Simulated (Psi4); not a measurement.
# A ladder of methods for AlSbH3F (SMILES [F][AlH][SbH2])

The species is AlSbH3F (6 atoms), meant as a singlet with charge 0. SMILES: `[F][AlH][SbH2]`. The shape is that of a PBE0-D4/def2-TZVP optimisation. This is one conformer, not always the lowest.

```xyz
6

F    -1.1146   -1.6324    1.2623
Al   -0.3361   -1.0393   -0.0698
Sb    1.2799    1.0037    0.3348
H    -0.5948   -1.8007   -1.4317
H     0.8421    1.5920   -1.2099
H    -0.0344    1.8129    1.0681
```

Quantity: the HOMO–LUMO gap, in eV. The values are calculated.

```json
{"level": "SVWN5/def2-SVP (core potential)", "kind": "LDA", "program": "Psi4", "value (eV)": "3.96"}
{"level": "BLYP/def2-SVP (core potential)", "kind": "GGA", "program": "Psi4", "value (eV)": "4.01"}
{"level": "PBE/def2-SVP (core potential)", "kind": "GGA", "program": "Psi4", "value (eV)": "4.04"}
{"level": "M06-L/def2-SVP (core potential)", "kind": "meta-GGA", "program": "Psi4", "value (eV)": "?"}
{"level": "TPSS/def2-SVP (core potential)", "kind": "meta-GGA", "program": "Psi4", "value (eV)": "?"}
{"level": "r2SCAN/def2-SVP (core potential)", "kind": "meta-GGA", "program": "Psi4", "value (eV)": "4.53"}
{"level": "B3LYP/def2-SVP (core potential)", "kind": "global hybrid", "program": "Psi4", "value (eV)": "5.38"}
{"level": "BHLYP/def2-SVP (core potential)", "kind": "global hybrid", "program": "Psi4", "value (eV)": "7.39"}
```

Estimate what the levels marked ? give.

As computed at these levels: M06-L/def2-SVP (core potential): 4.58 eV; TPSS/def2-SVP (core potential): 4.29 eV. The values span 3.96 to 7.39 eV. Orbital gaps aren't excitation energies; they tend to grow with the share of exact exchange.
